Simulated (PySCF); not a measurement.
Here is a job for PySCF.
```python
from pyscf import gto, scf

mol = gto.M(
    atom='''
I    -0.000000   -0.000000   -1.707770
I     0.000000    0.000000    1.707770
''',
    basis='def2-sv(p)',
    ecp={'I': 'def2-sv(p)'},
    charge=-1,
    spin=1,
    verbose=4,
)

mf = scf.UHF(mol)
mf.kernel()
```

Question: Predict the Mulliken (on the basis functions themselves) charges in atom order from HF/def2-SV(P) (PySCF).

Answer: I1 -0.50, I2 -0.50

Question: Predict the HOMO energy from HF/def2-SV(P).

Answer: -3.93 eV

Question: Predict the nuclear repulsion energy from HF/def2-SV(P).

Answer: 96.8326 Eh

Question: Give the total energy at the level HF/def2-SV(P).

Answer: -593.4025 Eh

Question: Give the <S^2> at the level HF/def2-SV(P).

Answer: 0.765

Question: What number of basis functions does HF/def2-SV(P) give?

Answer: 52

These values belong to the state on which the SCF converged, which isn't shown to be the lowest.
